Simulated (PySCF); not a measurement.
SMILES [SiH2](N)[Al]([OH])[OH] (PBE0/def2-SVP optimised geometry):

```
11

Si    -0.692     1.815     0.000
N     -2.436     1.662     0.061
Al     0.546    -0.295     0.000
O      2.251    -0.295     0.000
O     -0.376    -1.733    -0.001
H     -0.350     2.600    -1.231
H     -0.279     2.644     1.179
H     -2.818     1.278     0.921
H     -2.870     1.183    -0.723
H      2.870    -1.026     0.004
H     -0.080    -2.644     0.001
```

Level of theory: PySCF 2.14.0 with PBE0/def2-TZVP.

Problem. What are the frontier orbital energies and the dipole moment?

Solution. HOMO-2 -8.87 eV, HOMO-1 -8.86 eV, HOMO -6.71 eV, LUMO -0.57 eV, LUMO+1 -0.16 eV; dipole moment 2.90 D.

On the same geometry PBE/def2-TZVP run with PySCF gives HOMO-2 -7.20 eV, HOMO-1 -7.15 eV, HOMO -5.50 eV, LUMO -1.31 eV, LUMO+1 -0.98 eV; dipole moment 2.75 D.

Meta-Löwdin charges at PBE0/def2-TZVP: Si1 0.41, N2 -0.73, Al3 0.91, O4 -0.79, O5 -0.79, H6 -0.09, H7 -0.09, H8 0.23, H9 0.23, H10 0.35, H11 0.34.
